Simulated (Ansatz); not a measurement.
System: C$_{3}$H$_{5}$Cl$_{2}$, charge 0, multiplicity 2. It need not be the lowest isomer of its formula. 
Geometry from a B3LYP-D3(BJ)/def2-TZVP (Ansatz, an electronic-structure program) optimisation:
```
C
H 1 1.0920
H 1 1.0966 2 107.54
C 1 1.4820 2 108.74 3 118.83
H 4 1.0782 1 123.57 2 30.32
C 1 1.5286 2 109.14 3 -115.37
H 6 1.0869 1 111.20 2 -177.07
H 6 1.0873 7 109.63 1 123.18
Cl 4 1.7156 5 114.85 1 -161.33
Cl 6 1.8050 7 106.53 8 114.94
```
Charge 0, spin multiplicity 2.

Parts of the frozen-core correlation energy in 6-31G (Ansatz, hartree). Frozen orbitals: 13; correlated occupied orbitals by spin: 16 and 15; virtual: 34 and 35. UHF or UKS for open shells. Spin-orbit coupling is left out. Non-relativistic.

| term | value |
|---|---|
| reference (HF) | -1035.34279 |
| MP2 opposite-spin | ? |
| MP2 same-spin | ? |
| CCSD correlation | -0.38069 |
| (T) | ? |
| T1 diagnostic | 0.012 |
| largest doubles amplitude | 0.037 |
| <S^2> of the reference | 0.766 |

Question: What belongs in the gaps?

Answer: 
- MP2 opposite-spin, value: -0.25786
- MP2 same-spin, value: -0.07561
- (T), value: -0.00906
